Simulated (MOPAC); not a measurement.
Input for MOPAC: PM6 on BeFGeH3 (SMILES [F][Be][GeH3]), a point of a bond scan (R = 1.542 Å).

```
PM6 1SCF PRECISE CHARGE=0 THREADS=1
BeFGeH3

Be    -0.34700396 1     0.98817189 1    -0.89659132 1
F     -0.69229152 1     1.97145592 1    -1.78874778 1
Ge     0.20508824 1    -0.58403493 1     0.52990846 1
H      1.10832454 1    -1.65941743 1    -0.10772008 1
H      0.97518869 1    -0.02594309 1     1.74412931 1
H     -1.02769739 1    -1.32131271 1     1.09161526 1
```

It printed:

```
*******************************************************************************
 **                                                                           **
 **                              MOPAC v23.2.5                                **
 **                                                                           **
 *******************************************************************************
 ** MOPAC's Digital Object Identifier: https://doi.org/10.5281/zenodo.6511958 **
 **                                                                           **
 ** Please cite the open-source release paper for use of this MOPAC version:  **
 ** J. E. Moussa and J. J. P. Stewart (2026)                                  **
 ** MOPAC: An open-source semiempirical molecular orbital program             **
 ** J. Open Source Softw., 11(119), 8025, https://doi.org/10.21105/joss.08025 **
 *******************************************************************************

                              PM6 CALCULATION RESULTS

 *******************************************************************************
 *  PM6        - The PM6 Hamiltonian to be used
 *
 *
 *
 *                 CHARGE ON SYSTEM = 0
 *
 *
 *
 *  PRECISE    - TIGHTER CRITERIA TO BE USED
 *  1SCF       - DO 1 SCF AND THEN STOP
 *  THREADS=1  - MULTI-THREADING NOT USED
 *  T=         - A TIME OF 172800.0 SECONDS REQUESTED
 *  DUMP=N     - RESTART FILE WRITTEN EVERY 7200.0 SECONDS REQUESTED
 *******************************************************************************
PM6 1SCF PRECISE CHARGE=0 THREADS=1
 BeFGeH3

   ATOM   CHEMICAL          X               Y               Z
  NUMBER   SYMBOL      (ANGSTROMS)     (ANGSTROMS)     (ANGSTROMS)

     1      Be         -0.34700396  *   0.98817189  *  -0.89659132  *
     2       F         -0.69229152  *   1.97145592  *  -1.78874778  *
     3      Ge          0.20508824  *  -0.58403493  *   0.52990846  *
     4       H          1.10832454  *  -1.65941743  *  -0.10772008  *
     5       H          0.97518869  *  -0.02594309  *   1.74412931  *
     6       H         -1.02769739  *  -1.32131271  *   1.09161526  *



          CARTESIAN COORDINATES

    NO.       ATOM           X           Y           Z

     1        Be         -0.3470      0.9882     -0.8966
     2         F         -0.6923      1.9715     -1.7887
     3        Ge          0.2051     -0.5840      0.5299
     4         H          1.1083     -1.6594     -0.1077
     5         H          0.9752     -0.0259      1.7441
     6         H         -1.0277     -1.3213      1.0916

 General Reference for PM6:
 "Optimization of Parameters for Semiempirical Methods V: Modification of NDDO Approximations
 and Application to 70 Elements", J. J. P. Stewart, J. Mol. Mod., 13, 1173-1213 (2007)
 URL: https://link.springer.com/article/10.1007/s00894-007-0233-4

           Empirical Formula: H3 Be F Ge  =     6 atoms



      MOLECULAR POINT GROUP   :   C3v


      RHF CALCULATION, NO. OF DOUBLY OCCUPIED LEVELS = 8


 -------------------------------------------------------------------------------
 PM6 1SCF PRECISE CHARGE=0 THREADS=1
 BeFGeH3



     1SCF WAS SPECIFIED, SO BFGS WAS NOT USED
     SCF FIELD WAS ACHIEVED


                              PM6 CALCULATION
                                                       MOPAC v23.2.5 Linux




          FINAL HEAT OF FORMATION =        -21.72501 KCAL/MOL =     -90.89745 KJ/MOL


          COSMO AREA              =        109.63 SQUARE ANGSTROMS
          COSMO VOLUME            =         97.30 CUBIC ANGSTROMS

          IONIZATION POTENTIAL    =         10.607362 EV
          HOMO LUMO ENERGIES (EV) =        -10.607  0.736
          NO. OF FILLED LEVELS    =          8
          MOLECULAR WEIGHT        =        103.6243         POINT GROUP:  C3v

          MOLECULAR DIMENSIONS (Angstroms)

            Atom       Atom       Distance
            H     4    F     2     4.38763
            H     6    H     5     2.47292
            H     5    H     4     2.02505


          SCF CALCULATIONS        =          1





   ATOM   CHEMICAL          X               Y               Z
  NUMBER   SYMBOL      (ANGSTROMS)     (ANGSTROMS)     (ANGSTROMS)

     1      Be         -0.34700396  *   0.98817189  *  -0.89659132  *
     2       F         -0.69229152  *   1.97145592  *  -1.78874778  *
     3      Ge          0.20508824  *  -0.58403493  *   0.52990846  *
     4       H          1.10832454  *  -1.65941743  *  -0.10772008  *
     5       H          0.97518869  *  -0.02594309  *   1.74412931  *
     6       H         -1.02769739  *  -1.32131271  *   1.09161526  *

                             CARTESIAN COORDINATES

   1   Be       -0.347003960     0.988171890    -0.896591320
   2    F       -0.692291520     1.971455920    -1.788747780
   3   Ge        0.205088240    -0.584034930     0.529908460
   4    H        1.108324540    -1.659417430    -0.107720080
   5    H        0.975188690    -0.025943090     1.744129310
   6    H       -1.027697390    -1.321312710     1.091615260


           Empirical Formula: H3 Be F Ge  =     6 atoms



      MOLECULAR POINT GROUP   :   C3v


                  EIGENVALUES
 -40.05056 -18.84137 -15.85168 -15.49941 -15.49941 -12.02579 -12.02579 -10.60736
   0.73598   2.11768   2.11768   2.96638   2.96638   3.40602   4.53258


              NET ATOMIC CHARGES AND DIPOLE CONTRIBUTIONS

  ATOM NO.   TYPE          CHARGE      No. of ELECS.   s-Pop       p-Pop
    1         Be           0.734834        1.2652     0.59121     0.67396
    2          F          -0.400122        7.4001     1.93197     5.46815
    3         Ge          -0.849820        4.8498     1.25220     3.59762
    4          H           0.171703        0.8283     0.82830
    5          H           0.171703        0.8283     0.82830
    6          H           0.171703        0.8283     0.82830
 DIPOLE           X         Y         Z       TOTAL
 POINT-CHG.     0.139    -0.397     0.360     0.554
 HYBRID         0.022    -0.062     0.056     0.086
 SUM            0.161    -0.459     0.416     0.640


          ATOMIC ORBITAL ELECTRON POPULATIONS

     Atom    s        px        py        pz
    1 Be   0.59121   0.10924   0.30176   0.26295
    2  F   1.93197   1.90722   1.76626   1.79468
    3 Ge   1.25220   1.16307   1.22335   1.21120
    4  H   0.82830
    5  H   0.82830
    6  H   0.82830

 **********************
 *                    *
 * JOB ENDED NORMALLY *
 *                    *
 **********************




 == MOPAC DONE ==
```

The run finished.

Cost: very roughly 0.03 core-seconds.
